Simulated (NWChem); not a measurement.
Molecule: CH5InO; SMILES [CH3][InH][OH]

```xyz
8

In    -0.2893     0.0274    -0.0002
H     -1.9799     0.4004     0.0016
C      0.8388    -1.7997    -0.0003
H      0.6576    -2.3585     0.9296
H      1.9076    -1.5576    -0.0751
H      0.5467    -2.4365    -0.8479
O      0.9415     1.6178    -0.0003
H      0.4800     2.4631     0.0035
```
Atoms are numbered in this order, from 1.

Results from NWChem. Structure relaxed at the PBE0/def2-SVP level. def2 effective core potentials on In; no spin-orbit coupling. Ions are spin-unrestricted doublets at the neutral geometry; other ion states weren't tried.

```
level                                 −ε(HOMO) (eV)
------------------------------------  -------------
B3LYP/def2-SVP                                 7.45
PBE/def2-SVP                                   6.16
Hartree-Fock/def2-SVP                           [?]
LRC-wPBEh/def2-SVP                             9.58
LDA (Slater exchange, VWN5)/def2-SVP           6.36
```

Problem. Some entries are withheld; supply them.

Solution. 
- Hartree-Fock/def2-SVP, −ε(HOMO) (eV): 10.66
